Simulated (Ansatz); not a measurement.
A nudged elastic band was laid between two geometries of CH₆BFOSi (11 atoms, charge 0, multiplicity 1).

The calculation used RKS PBE0-D4/def2-mTZVP (Ansatz 0.2.0).

```yaml
movable_images: 7
climbing_image: yes
spring: 5.0 eV/Å²
optimiser: quadratic models (default)
start_path: through a guess of the saddle point
force_threshold: 0.05 eV/Å
iteration_limit: 60
end_points: relaxed
```

Initial state:

```xyz
11
Properties=species:S:1:pos:R:3
C -0.383 -1.302 1.044
B 0.751 -0.431 0.426
F 2.008 -0.630 0.832
Si 0.464 1.040 -0.966
O -1.120 1.151 -1.473
H -0.968 -0.686 1.742
H -0.017 -2.169 1.599
H -1.099 -1.632 0.285
H 1.243 0.748 -2.200
H 0.943 2.351 -0.423
H -1.757 1.504 -0.846
```

Final state:

```xyz
11
Properties=species:S:1:pos:R:3
C -0.378 -1.316 1.043
B 0.747 -0.438 0.421
F 2.014 -0.671 0.775
Si 0.449 1.045 -0.957
O -1.156 1.245 -1.361
H -1.234 -0.717 1.370
H -0.039 -1.941 1.873
H -0.781 -1.977 0.263
H 1.131 0.705 -2.236
H 1.033 2.327 -0.452
H -1.720 1.682 -0.718
```

(1) Which bonds break or form, and what moves?

(2) What energy profile does the band end with?

Results:

(1) No bond is made or broken. The dihedral H6–C1–B2–F3 goes from 106 to 135°.

(2) The forces met the threshold. The highest image is number 8 of 0 to 8, 0.002 eV above the first end and 0.000 eV above the last; the last end lies 0.002 eV above the first. The highest image is an end point: on this band no image between the ends rises above it.

```csv
image,path coordinate (Å),energy (eV),dihedral H6–C1–B2–F3 (°)
0,0.00,0.000,106
1,0.11,0.000,111
2,0.22,0.001,115
3,0.33,0.001,120
4,0.45,0.002,124
5,0.56,0.001,126
6,0.67,0.002,129
7,0.77,0.002,132
8,0.88,0.002,135
```

The run took 95 s on 2 threads of Intel(R) Xeon(R) 6975P-C (Granite Rapids), with other jobs on the host, peak memory 0.3 GiB.
